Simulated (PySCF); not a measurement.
PySCF input for W(NH)(S)(Br)(OH) (BrH2NOSW), SMILES [NH]=[W]([OH])(=[S])[Br], multiplicity 1, r2SCAN-D4/def2-SVP. Geometry: r2SCAN-D4/def2-SVP. The multiplicity is an assumed one; no other spin state was optimised. The structure was generated by enumeration; whether it is a known compound was not checked. The def2 effective core potentials stand for the cores of W; spin–orbit coupling is left out. Other conformers were not sampled.

```python
import numpy as np
from pyscf import gto, scf, dft, df
from pyscf.hessian import thermo

mol = gto.M(
    atom='''
    W     0.05105327   -0.43864899    0.09425043
    N    -0.36636773   -1.51002021   -1.22070065
    H    -0.14772803   -2.10757338   -2.01667584
    S     2.18868112   -0.32970934    0.23997041
    Br   -0.84817667    1.76070261   -0.44306314
    O    -0.64719260   -1.15933814    1.68951864
    H    -1.22081320   -1.93679715    1.73858271
    ''',
    basis='def2-SVP',
    ecp={'W': 'def2-svp'},
    charge=0,
    spin=0,
    max_memory=1600,
    verbose=3,
)
mf = dft.RKS(mol, xc='r2scan').density_fit(auxbasis='def2-universal-jkfit')
mf.disp = 'd4'
mf.grids.level = 4
mf.conv_tol = 1e-11
mf.max_cycle = 100
mf.kernel()

# [left out here: the lines that compute and print the analytic Hessian (its translational invariance restored by hand, since the grid's response is missing), thermochemistry and intensities]
```

Log of the run:

```
converged SCF energy = -3170.20714182186

WARN: MGGA Hessian is sensitive to dft grids. grids.level 4 may not be dense enough.


WARN: DFTD4 does not support analytical Hessian, using finite difference.


WARN: Mole.unit (angstrom) is changed to Bohr

Mode                                 0                   1                   2
Irrep
Freq [cm^-1]                      113.5489            140.0556            186.4615
Reduced mass [au]                  18.4480              9.4743              5.3519
Force const [Dyne/A]                0.1401              0.1095              0.1096
Char temp [K]                     163.3715            201.5089            268.2765
Normal mode                   x     y     z       x     y     z       x     y     z
       0   W                -0.02 -0.01  0.01   -0.00 -0.01 -0.03    0.01 -0.00  0.01
       1   N                 0.01 -0.00 -0.01    0.02 -0.10  0.03   -0.03  0.08 -0.04
       2   H                 0.03  0.04 -0.04    0.02 -0.16  0.07   -0.05  0.16 -0.10
       3   S                -0.03  0.11 -0.03   -0.01  0.06  0.02    0.02  0.04 -0.06
       4  Br                 0.05  0.01 -0.01    0.02  0.00  0.04    0.01 -0.04  0.00
       5   O                 0.03 -0.08  0.01   -0.03  0.14  0.03   -0.14  0.05 -0.02
       6   H                 0.09 -0.12  0.01   -0.05  0.16  0.10   -0.28  0.15 -0.08
Mode                                 3                   4                   5
Irrep
Freq [cm^-1]                      223.7849            248.8188            279.9093
Reduced mass [au]                   5.7331              3.1122              7.4353
Force const [Dyne/A]                0.1692              0.1135              0.3432
Char temp [K]                     321.9766            357.9948            402.7272
Normal mode                   x     y     z       x     y     z       x     y     z
       0   W                 0.00  0.00  0.01   -0.01 -0.00  0.00    0.01 -0.04  0.01
       1   N                 0.11 -0.10  0.06    0.14  0.06 -0.09   -0.01  0.03 -0.05
       2   H                 0.25 -0.14  0.13    0.28  0.15 -0.12   -0.04  0.10 -0.11
       3   S                 0.01 -0.02 -0.07   -0.02 -0.03 -0.03    0.01  0.02  0.00
       4  Br                -0.01  0.03  0.00    0.00 -0.01  0.00   -0.03  0.07 -0.02
       5   O                -0.10 -0.03 -0.05    0.02  0.08  0.06    0.00  0.02  0.03
       6   H                 0.03 -0.13 -0.11    0.24 -0.07  0.31   -0.23  0.20  0.06
Mode                                 6                   7                   8
Irrep
Freq [cm^-1]                      334.5159            521.9042            559.9654
Reduced mass [au]                   1.4208              2.2914              2.5287
Force const [Dyne/A]                0.0937              0.3677              0.4672
Char temp [K]                     481.2939            750.9040            805.6655
Normal mode                   x     y     z       x     y     z       x     y     z
       0   W                 0.01 -0.01  0.00    0.02 -0.00  0.00   -0.02 -0.00 -0.00
       1   N                -0.07  0.02  0.01   -0.10  0.00 -0.01   -0.07 -0.00 -0.01
       2   H                -0.19  0.04 -0.04    0.60  0.11  0.08    0.60  0.08  0.10
       3   S                 0.03  0.02  0.01   -0.10 -0.00 -0.00    0.12  0.01  0.01
       4  Br                -0.01  0.01 -0.00   -0.00  0.00 -0.00    0.00  0.00 -0.00
       5   O                -0.08  0.04 -0.03   -0.00  0.02  0.01    0.01  0.00  0.01
       6   H                 0.62 -0.46  0.22    0.08 -0.06 -0.17   -0.01  0.01 -0.05
Mode                                 9                  10                  11
Irrep
Freq [cm^-1]                      592.3964            656.2250            738.4555
Reduced mass [au]                   1.1939              1.6681              3.3219
Force const [Dyne/A]                0.2469              0.4232              1.0673
Char temp [K]                     852.3265            944.1617           1062.4730
Normal mode                   x     y     z       x     y     z       x     y     z
       0   W                 0.00 -0.00  0.00    0.00 -0.00 -0.01    0.01  0.01 -0.02
       1   N                -0.02  0.06 -0.04    0.01  0.07 -0.06   -0.01 -0.03  0.03
       2   H                 0.11 -0.52  0.43   -0.09 -0.46  0.31    0.04  0.16 -0.10
       3   S                -0.01  0.01 -0.00    0.01  0.00 -0.00    0.00 -0.00  0.00
       4  Br                 0.00 -0.00 -0.00   -0.00  0.00 -0.00   -0.00  0.00  0.00
       5   O                -0.00 -0.03 -0.07   -0.03 -0.00  0.13   -0.08 -0.10  0.15
       6   H                -0.11  0.11  0.58    0.10 -0.15 -0.47   -0.14 -0.04  0.45
Mode                                12                  13                  14
Irrep
Freq [cm^-1]                     1005.2282           3603.2905           3849.4342
Reduced mass [au]                   7.2872              1.0836              1.0674
Force const [Dyne/A]                4.3385              8.2892              9.3188
Char temp [K]                    1446.2996           5184.3327           5538.4788
Normal mode                   x     y     z       x     y     z       x     y     z
       0   W                -0.00 -0.01 -0.02    0.00  0.00  0.00   -0.00 -0.00 -0.00
       1   N                 0.05  0.15  0.19    0.01 -0.04 -0.06   -0.00 -0.00 -0.00
       2   H                 0.08  0.17  0.21   -0.20  0.56  0.75   -0.00  0.01  0.01
       3   S                -0.00  0.00  0.00    0.00  0.00  0.00    0.00  0.00  0.00
       4  Br                 0.00 -0.00  0.00   -0.00  0.00 -0.00   -0.00  0.00 -0.00
       5   O                 0.00  0.00 -0.00    0.00  0.00  0.00   -0.04 -0.05  0.00
       6   H                 0.00  0.01 -0.02   -0.01 -0.01  0.00    0.57  0.78 -0.06
temperature 298.1500 [K]
pressure 101325.00 [Pa]
Rotational constants [GHz] 2.31373 0.98029 0.85483
Symmetry number 1
Zero-point energy (ZPE) 0.02974 [Eh]   78080.224 [J/mol]
                           tot       elec      trans        rot        vib
Entropy [J/mol/K]       375.621      0.000    180.988    123.410     71.223
Cv [J/mol/K]            100.291      0.000     12.472     12.472     75.347
Cp [J/mol/K]            108.605      0.000     20.786     12.472     75.347
Internal energy [J/mol]                      3718.434   3718.434  90186.294
Internal energy [Eh]   -3170.16996  -3170.20714
Enthalpy [J/mol]                             6197.391   3718.434  90186.294
Enthalpy [Eh]          -3170.16901
Gibbs free energy [J/mol]                  -47764.144 -33076.159  68951.048
Gibbs free energy [Eh] -3170.21167
static polarisability / bohr^3: [[90.856 -5.478  5.684]
 [-5.481 83.602 -0.902]
 [ 5.684 -0.9   65.957]]
largest difference of analytic and finite-field dipole derivatives / e: 0.001508693006155415
mode   freq/cm-1   IR/(km/mol)   Raman/(A^4/amu)   depolarisation
   1      113.55         1.045             3.903            0.702
   2      140.06         0.468             2.164            0.744
   3      186.46        10.643             3.117            0.697
   4      223.78        13.903             5.898            0.744
   5      248.82        15.879             6.724            0.716
   6      279.91         4.301             2.283            0.069
   7      334.52        69.217             3.709            0.486
   8      521.90       238.049             9.398            0.228
   9      559.97        20.088            12.107            0.154
  10      592.40       203.964             1.565            0.697
  11      656.22        71.216             3.126            0.355
  12      738.46        65.489            10.573            0.227
  13     1005.23        83.173            33.366            0.127
  14     3603.29       196.487           171.319            0.353
  15     3849.43       292.186           121.496            0.300
max |gradient| / (hartree/bohr): 0.0002119684608216058
APT charges: [ 1.7231 -0.7966  0.3527 -0.4757 -0.4105 -0.7543  0.3657]
```

The run converged.
